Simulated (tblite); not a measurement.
Compound: C6H3Cl2O2 (doublet state).
Numbering: `[O:1][C@H:2]1[CH:3]=[C:4]([Cl:5])[C:6](=[O:7])[CH:8]=[C:9]1[Cl:10]` (hydrogens: H11 on C2; H12 on C3; H13 on C8)

Method: GFN2-xTB as coded in tblite; computed harmonic values from a numerical Hessian at the method's own geometry, unscaled. The method is semi-empirical: single wavenumbers can be off by several per cent or more. Open shells enter through the occupations alone, without spin polarisation, and single modes of such species can be off by tens of per cent.

Harmonic wavenumbers (cm⁻¹): 46.4, 126.2, 154.5, 187.3, 209.8, 281.2, 313.6, 332.4, 377.9, 436.8, 515.6, 552.8, 589.9, 639.1, 696.0, 760.1, 800.9, 829.8, 856.9, 913.5, 934.3, 993.6, 1062.2, 1141.9, 1222.2, 1229.2, 1300.2, 1575.8, 1596.2, 1695.3, 2429.3, 3078.9, 3086.7.

A = 2038, B = 604.1, C = 469.7 MHz; mass 176.951 u (most abundant isotopes); point group C1, symmetry number 1; spin multiplicity 2.

Problem. What is the zero-point energy?

Solution. Half the sum of the wavenumbers: 15483 cm⁻¹ = 44.27 kcal/mol.

Problem. Entropy at 298.15 K, 1 bar (ideal gas, RRHO, classical rotation)?

Solution. Translation 41.45, rotation 30.70, vibration 24.61, spin (R ln 2) 1.38: S = 98.1 cal/(mol K).

Problem. And Cp and H(298.15 K) − H(0)?

Solution. Cp = 35.59 cal/(mol K), of which vibrations give 27.64 (their classical limit is 33 R = 65.6); H(298.15 K) − H(0) = 6.44 kcal/mol without the zero-point energy, 4.07 from vibrations.

Problem. Blend soft modes into free rotors: weight 1/[1 + (100 cm⁻¹/ν̃)⁴] for the oscillator and the rest for a rotor with moment μB/(μ + B), μ = h/(8π²ν), B = 10⁻⁴⁴ kg m². What vibrational entropy results?

Solution. 23.20 cal/(mol K) in place of 24.61, which changes −T·S at 298.15 K by +0.42 kcal/mol.

Problem. How do the functions run with temperature in this model?

Solution. 
| T (K) | S (cal/(mol K)) | Cp (cal/(mol K)) | H − H(0) (kcal/mol) | G − H(0) (kcal/mol) | ln q(vib) |
| --- | --- | --- | --- | --- | --- |
| 100 | 70.9 | 16.8 | 1.17 | -5.92 | 1.18 |
| 200 | 85.7 | 26.9 | 3.36 | -13.78 | 3.28 |
| 300 | 98.3 | 35.7 | 6.51 | -23.00 | 5.56 |
| 500 | 119.9 | 48.6 | 15.04 | -44.90 | 10.12 |
| 800 | 145.2 | 58.7 | 31.33 | -84.83 | 16.42 |
| 1000 | 158.7 | 62.5 | 43.48 | -115.27 | 20.17 |

q(vib) and H(0) count from the zero-point level.

Problem. Which modes carry the vibrational entropy at 298.15 K?

Solution. 46.4 cm⁻¹: 4.97; 126.2 cm⁻¹: 3.00; 154.5 cm⁻¹: 2.62; 187.3 cm⁻¹: 2.25; 209.8 cm⁻¹: 2.05; 281.2 cm⁻¹: 1.53 cal/(mol K); the other 27 give 8.20 together.

Hindered rotation and anharmonicity are outside this model. The structure is chiral; the term R ln 2 for an equal mix with its mirror image is left out.

On Arm Neoverse V1, one thread, shared host with 32 logical CPUs at a one-minute load of 22, this took 0.61 s wall. This covers the Hessian and the dipole derivatives.
